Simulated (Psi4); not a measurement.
H3Ga, charge -1, doublet, geometry from GFN2-xTB (such geometries of metal compounds can be far from the true shape) (a state made from the parent by changing its charge; the spin is typed, not shown lowest) (a gas-phase anion, which may not be bound at this level); HF/def2-SVP (Psi4).

Input for Psi4:
```
memory 2 GB

molecule {
-1 2
Ga
H  1 1.174623
H  1 1.174623 2 120.000000
H  1 1.174623 3 120.000000 2 -180.000000
}

set {
  basis def2-svp
  reference uhf
}

energy('scf')
print_variables()
```

What the program printed (banner, timings and long lists left out):

```
   => Loading Basis Set <=

    Name: DEF2-SVP
    Role: ORBITAL
    Keyword: BASIS

         ---------------------------------------------------------
                                   SCF
               by Justin Turney, Rob Parrish, Andy Simmonett
                          and Daniel G. A. Smith
                              UHF Reference
         ---------------------------------------------------------

  ==> Geometry <==

    Molecular point group: c2v
    Full point group: D3h

    Geometry (in Angstrom), charge = -1, multiplicity = 2:

       Center              X                  Y                   Z               Mass
    ------------   -----------------  -----------------  -----------------  -----------------
         GA           0.000000000000     0.000000000000     0.000000000000    68.925573500000
         H            0.000000000000     0.000000000000     1.174623000000     1.007825032230
         H            0.000000000000     1.017253357869    -0.587311500000     1.007825032230
         H            0.000000000000    -1.017253357869    -0.587311500000     1.007825032230

  Running in c2v symmetry.

  Rotational constants: A =      8.08208  B =      8.08208  C =      4.04104 [cm^-1]
  Rotational constants: A = 242294.63527  B = 242294.63527  C = 121147.31763 [MHz]
  Nuclear repulsion =   42.677559018849465

  Charge       = -1
  Multiplicity = 2
  Electrons    = 35
  Nalpha       = 18
  Nbeta        = 17

  ==> Algorithm <==

  SCF Algorithm Type is DF.
  DIIS enabled.
  MOM disabled.
  Fractional occupation disabled.
  Guess Type is SAD.
  Energy threshold   = 1.00e-06
  Density threshold  = 1.00e-06
  Integral threshold = 1.00e-12

  ==> Primary Basis <==

  Basis Set: DEF2-SVP
    Blend: DEF2-SVP
    Number of shells: 21
    Number of basis functions: 47
    Number of Cartesian functions: 50
    Spherical Harmonics?: true
    Max angular momentum: 2

   => Loading Basis Set <=

    Name: (DEF2-SVP AUX)
    Role: JKFIT
    Keyword: DF_BASIS_SCF

  ==> Integral Setup <==

  SCF_SUBTYPE=INCORE selected. In-core MEM_DF algorithm will be used.
  Using in-core AOs.

  ==> MemDFJK: Density-Fitted J/K Matrices <==

    J tasked:                   Yes
    K tasked:                   Yes
    wK tasked:                   No
    Algorithm:                 Core
    Schwarz Cutoff:           1E-12
    Mask sparsity (%):       0.0000
    Fitting Condition:        1E-10

   => Auxiliary Basis Set <=

  Basis Set: (DEF2-SVP AUX)
[...]
   @DF-UHF iter  10: -1924.42980392027243   -2.93903e-09   2.92831e-07 DIIS
  Energy and wave function converged.

  ==> Post-Iterations <==

   @Spin Contamination Metric:   8.169657471E-03
   @S^2 Expected:                7.500000000E-01
   @S^2 Observed:                7.581696575E-01
   @S   Expected:                5.000000000E-01
   @S   Observed:                5.000000000E-01

    Orbital Energies [Eh]
    ---------------------

    Alpha Occupied:

[...]
    Alpha Virtual:

[...]
    Beta Occupied:

[...]
    Beta Virtual:

[...]
    Final Occupation by Irrep:
             A1    A2    B1    B2
    DOCC [     9,    1,    3,    4 ]
    SOCC [     0,    0,    1,    0 ]
    NA   [     9,    1,    4,    4 ]
    NB   [     9,    1,    3,    4 ]

  @DF-UHF Final Energy: -1924.42980392027243

   => Energetics <=

    Nuclear Repulsion Energy =             42.6775590188494647
    One-Electron Energy =               -2779.4267298423474131
    Two-Electron Energy =                 812.3193669032256139
    Total Energy =                      -1924.4298039202722066

  UHF NO Occupations:
  HONO-2 :    4 B2 1.9995223
  HONO-1 :    9 A1 1.9969418
  HONO-0 :    4 B1 1.0000000
  LUNO+0 :   10 A1 0.0030582
  LUNO+1 :    5 B2 0.0004777
  LUNO+2 :   11 A1 0.0004777
  LUNO+3 :    5 B1 0.0000312

Computation Completed

Properties will be evaluated at   0.000000,   0.000000,   0.000000 [a0]

Properties computed using the SCF density matrix

 Multipole Moments:

 ------------------------------------------------------------------------------------
     Multipole            Electronic (a.u.)      Nuclear  (a.u.)        Total (a.u.)
 ------------------------------------------------------------------------------------

 L = 1.  Multiply by 2.5417464519 to convert [e a0] to [Debye]
 Dipole X            :          0.0000000            0.0000000            0.0000000
 Dipole Y            :          0.0000000            0.0000000            0.0000000
 Dipole Z            :          0.0000000           -0.0000000            0.0000000
 Magnitude           :                                                    0.0000000

 ------------------------------------------------------------------------------------

  Variable Map:
  ----------------------------------------------------------------------------
[...]
  Array Variable Map:
  ----------------------------------------------------------------------------
[...]
[...]
```
